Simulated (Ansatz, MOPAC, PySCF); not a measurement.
Dimer: HCl (SMILES Cl) (first 2 atoms) with CH2O2 (SMILES O=CO); geometry from B3LYP-D3(BJ)/def2-TZVP.
(charge 0, multiplicity 1):
```tsv
atom	x (Å)	y (Å)	z (Å)
Cl	-0.2707	0.3275	-0.0981
H	0.5869	0.0579	0.8584
O	1.1268	-0.2060	2.5809
C	0.2364	-0.0772	3.3870
O	-1.0276	0.2241	3.1145
H	0.3788	-0.1989	4.4664
H	-1.1445	0.3308	2.1487
```

Counterpoise-corrected where a basis set is named; no monomer relaxation. Rows marked so take none.

Rows in 3-21G, STO-3G carry no dispersion term and start afresh at each structure. The state that AM1 reach isn't checked.

Codes used: Ansatz (Gaussian basis) for Hartree–Fock, density functionals and correlated methods; MOPAC for AM1 (differences of heats of formation); PySCF for 3-21G rows, STO-3G rows. Values without a source in brackets are computed.

Problem. One of these levels gives -131.6 meV for the interaction energy. Name it.
A) AM1
B) HF/3-21G (no counterpoise)
C) HF/STO-3G (no counterpoise)
D) HF/aug-cc-pV(D+d)Z

Solution. D, HF/aug-cc-pV(D+d)Z. The others give -57.5 (AM1), -302.1 (HF/STO-3G (no counterpoise)), -352.6 (HF/3-21G (no counterpoise))

Ansatz is a quantum-chemistry and plane-wave program.
